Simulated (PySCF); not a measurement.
Species: C5H10N2Si.
Bonds: C1–C2, C2–C3 (aromatic), C3–N4 (aromatic), N4–N5 (aromatic), N5–Si6, N5–C7 (aromatic), C7–C8, C2–C7 (aromatic). Hydrogens: H9, H10, H11 on C1; H12 on C3; H13, H14, H15 on Si6; H16, H17, H18 on C8.

Probes without a nucleus sit at each ring's centroid and 1 Å off its mean plane on both sides; NICS is minus the shielding there, NICSzz its component along the normal. Level: GIAO PBE0/pcSseg-1 (PySCF, non-relativistic, gas phase) on the GFN2-xTB geometry, one conformer.

Ring bond lengths (Å), with Mayer bond orders in brackets: C2–C3 1.410 (1.34), C3–N4 1.311 (1.58), N4–N5 1.349 (1.18), N5–C7 1.362 (0.97), C7–C2 1.378 (1.40).

Question: What do the NICS probes read (ppm)?

Answer: 
```csv
ring,type,NICS(0),"NICS(1), two faces","NICS(1)zz, two faces",rms pucker (Å),"centre to ring atoms, mean (Å)"
C2–C3–N4–N5–C7,5-membered ring with 2 N; formal bonds all aromatic,-12.1,-11.6 / -11.6,-28.9 / -28.9,0.00,1.16
```

Question: What do they say, and how far can they be read as aromaticity?

Answer: 
- C2–C3–N4–N5–C7: mean NICS(1)zz -28.9 ppm, shielded. For a flat ring without four-coordinate atoms the NICS criterion counts such a value as aromatic.

Question: And the bond-length index? HOMA = 1 − mean of α(R − Ropt)² over the ring bonds, with Krygowski's 1993 parameters (CC: Ropt 1.388 Å, α 257.7 Å⁻²; CN: Ropt 1.334 Å, α 93.52 Å⁻²; NN: Ropt 1.309 Å, α 130.33 Å⁻²).

Answer: 
- C2–C3–N4–N5–C7: HOMA 0.90; the largest term is that of N4–N5, α(R − Ropt)² = 0.21. The geometric and the magnetic index point the same way.

Question: What are the shieldings of the ring atoms and their hydrogens in the same run (means over atoms taken as equivalent)?

Answer: 
```tsv
atoms	environment	σ isotropic (ppm)	principal values of the symmetric part, first atom (ppm)
C2	substituted aromatic carbon	66.1	-3.7, 54.6, 147.3
C3	aromatic CH next to a ring nitrogen	38.7	-51.4, 49.6, 117.8
N4	pyridine-type nitrogen	-91.3	-323.6, -97.6, 147.4
N5	pyrrole-type nitrogen	46.1	-59.0, 62.9, 134.5
C7	substituted aromatic carbon	40.9	-38.3, 30.7, 130.3
H12	aromatic hydrogen	24.25	22.0, 24.1, 26.6
```
